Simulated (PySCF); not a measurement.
IrH₃⁺: one-bond stretch

These are results of UPBE0/[Ir def2-TZVP with ECP60, H def2-TZVP], scalar-relativistic core potentials, density fitting, no spin–orbit coupling, PySCF, not measurements.

Rigid scan from the quartet minimum (H–H 0.806 Å, Ir–H 1.591 Å, Ir–H 1.927 Å (×2); H–H–Ir 77.9° (×2), H–Ir–H 24.1°, H–Ir–H 140.9° (×2)). Coordinate: the bond from Ir to the last atom (H) scaled, the rest fixed. Energies in kJ/mol from the minimum.

(1) Predict the curve at 0.92, 0.96, 1.00, 1.05, 1.12, 1.20, 1.35, 1.55, 1.80, 2.20.

Results:

(1) 
```json
{"scale of one bond": "0.92", "E (kJ/mol)": "17.1", "dipole size (D, about the centre of mass)": "2.14", "⟨S²⟩": "3.75"}
{"scale of one bond": "0.96", "E (kJ/mol)": "3.8", "dipole size (D, about the centre of mass)": "2.12", "⟨S²⟩": "3.75"}
{"scale of one bond": "1.00", "E (kJ/mol)": "0.0", "dipole size (D, about the centre of mass)": "2.10", "⟨S²⟩": "3.75"}
{"scale of one bond": "1.05", "E (kJ/mol)": "4.9", "dipole size (D, about the centre of mass)": "2.06", "⟨S²⟩": "3.75"}
{"scale of one bond": "1.12", "E (kJ/mol)": "24.0", "dipole size (D, about the centre of mass)": "1.97", "⟨S²⟩": "3.75"}
{"scale of one bond": "1.20", "E (kJ/mol)": "55.9", "dipole size (D, about the centre of mass)": "1.84", "⟨S²⟩": "3.75"}
{"scale of one bond": "1.35", "E (kJ/mol)": "123.7", "dipole size (D, about the centre of mass)": "1.35", "⟨S²⟩": "3.76"}
{"scale of one bond": "1.55", "E (kJ/mol)": "186.0", "dipole size (D, about the centre of mass)": "–", "⟨S²⟩": "3.79"}
{"scale of one bond": "1.80", "E (kJ/mol)": "215.7", "dipole size (D, about the centre of mass)": "–", "⟨S²⟩": "3.76"}
{"scale of one bond": "2.20", "E (kJ/mol)": "232.9", "dipole size (D, about the centre of mass)": "–", "⟨S²⟩": "3.75"}
```

With open d or f shells other occupations or spin states may lie lower. No spin–orbit coupling is included, which matters more the heavier the element.

Other isomers or separated fragments may lie lower.

The scan took 10 s on 2 threads of a shared Arm Neoverse V2 host; the process peaked at 0.74 GiB.
